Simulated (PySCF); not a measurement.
C2H6AlCl, charge +1, doublet, geometry from GFN2-xTB (such geometries of metal compounds can be far from the true shape) (a state made from the parent by changing its charge; the spin is typed, not shown lowest). Base run: DF-PBE0/STO-3G (PySCF).

PySCF was given this input:
```python
from pyscf import gto, scf, dft

mol = gto.Mole()
mol.atom = '''
    Al    0.09124442   -0.10477932    0.09617844
    C     1.98331543   -0.84704723   -0.12551941
    H     1.97551083   -1.92533151    0.03999268
    H     2.63142673   -0.35276670    0.60048219
    H     2.27866079   -0.59874880   -1.14767108
    C    -0.33672130   -1.04379740    1.86115287
    H    -0.49163600   -2.10443373    1.65501740
    H    -1.25439124   -0.57745761    2.22732785
    H     0.49032118   -0.90627412    2.55917883
    Cl   -0.98209615    1.12777714   -1.03520284
'''
mol.basis = 'sto-3g'
mol.charge = 1
mol.spin = 1
mol.verbose = 4
mol.build()

mf = dft.UKS(mol)
mf.xc = 'pbe0'
mf = mf.density_fit(auxbasis='def2-universal-jkfit')
mf.kernel()
mf.analyze()
```

Each row names what was changed in the base input (with any setting that the change needs).

| change | basis functions | E (Eh) | HOMO (eV) | core-seconds (rough) |
|---|---|---|---|---|
| base | 34 | -773.06181 | -12.79 | 8 |
| basis = 3-21G | 56 | -777.82887 | -14.10 | 9 |
| basis = def2-SV(P) | 76 | -781.52676 | -14.17 | 10 |
| basis = 6-31G* | 76 | -781.78415 | -14.08 | 10 |
| basis = pcseg-1 | 94 | -781.77105 | -14.18 | 10 |
| basis = cc-pVDZ | 94 | -781.82381 | -14.02 | 10 |
| basis = 6-31G** | 94 | -781.79374 | -14.07 | 20 |
| basis = 6-311G** | 124 | -781.85582 | -14.14 | 20 |
| basis = aug-pcseg-1 | 154 | -781.78062 | -14.12 | 30 |
| basis = pcseg-2 | 212 | -781.88719 | -14.10 | 30 |
| basis = def2-TZVPD | 217 | -781.87730 | -14.07 | 40 |
| basis = cc-pV(T+d)Z | 222 | -781.88785 | -14.07 | 40 |
| basis = def2-TZVPP | 230 | -781.87890 | -14.07 | 40 |

Totals compare only among sets that treat the same electrons; sets with core potentials leave the core out.

Open shells are given as the SCF converged; they aren't shown to be the lowest states, and a large step between rows can be another state.
